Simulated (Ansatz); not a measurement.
System: CuF2 (charge 0, doublet). The spin state was set by rule; other spins were not relaxed. SMILES: [F][Cu][F]
Geometry: optimised at B3LYP-D3(BJ)/def2-TZVP (Ansatz, a first-principles code).

Parts of the frozen-core correlation energy in def2-TZVPP (Ansatz, hartree). Frozen orbitals: 11; correlated occupied orbitals by spin: 13 and 12; virtual: 102 and 103. Open shells are spin-unrestricted. No spin-orbit coupling. Non-relativistic.

```tsv
term	value
reference (HF)	-1837.97492
MP2 opposite-spin	[?]
MP2 same-spin	[?]
CCSD correlation	[?]
(T)	-0.02614
T1 diagnostic	0.026
largest doubles amplitude	0.028
<S^2> of the reference	0.755
```

### Question
What belongs in the gaps?

### Answer

- MP2 opposite-spin, value: -0.63094
- MP2 same-spin, value: -0.28155
- CCSD correlation, value: -0.88618
